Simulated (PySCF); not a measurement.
Isomers of C7H6FN, one GFN2-xTB conformer each. Single-point energies are computed at PBE0/pcSseg-1 (PySCF, gas phase, no added dispersion term), electronic only.

Question: Rank them by PBE0/pcSseg-1 energy, lowest first (kcal/mol).
A. `[CH2:1]=[CH:2][c:3]1[cH:4][n:5][cH:6][c:7]([F:8])[cH:9]1` with C1–C2–C3–C4 180°
B. `C[C@@]1(F)C=CC(C#N)=C1`

Answer: A (0.0), B (18.9).

As drawn, the lower has an aromatic ring, which the higher lacks; the higher has a C≡N group, which the lower lacks. GFN2-xTB itself gives, in the same order: 0.0, 25.4. Both levels put the same isomer lowest.

Question: Which frontier levels, dipoles and rotational constants go with these structures?

Answer: 
| SMILES | HOMO (eV, PBE0/pcSseg-1) | LUMO (eV) | dipole (D) | A, B, C (MHz) |
| --- | --- | --- | --- | --- |
| C=Cc1cncc(F)c1 | -7.17 | -1.73 | 2.21 | 2999, 1280, 897.1 |
| C[C@@]1(F)C=CC(C#N)=C1 | -7.42 | -2.41 | 3.84 | 3920, 1025, 967.5 |
